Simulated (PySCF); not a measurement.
C6H14S2, SMILES C(CSC)CCSC.

The structure is a stationary point at B3LYP-D3(BJ)/def2-SVP. Other conformers were not sampled.

Two levels are set side by side: PBE/def2-SVP (PySCF) and r2SCAN/def2-SVP (PySCF). Same geometry, gas phase. Differences are taken from unrounded values.

| quantity | r2SCAN | PBE | PBE minus r2SCAN |
|---|---|---|---|
| orbital gap (eV) | 5.69 | 5.09 | -0.60 |
| highest occupied level (eV) | -5.17 | -4.87 | 0.30 |
| lowest empty level (eV) | 0.52 | 0.23 | -0.29 |
| mean polarisability (bohr³) | 102.4 | 104.2 | 1.8 |

Rough cost on one machine, each run with all the roots and properties that it gave: r2SCAN against PBE about 3 times.
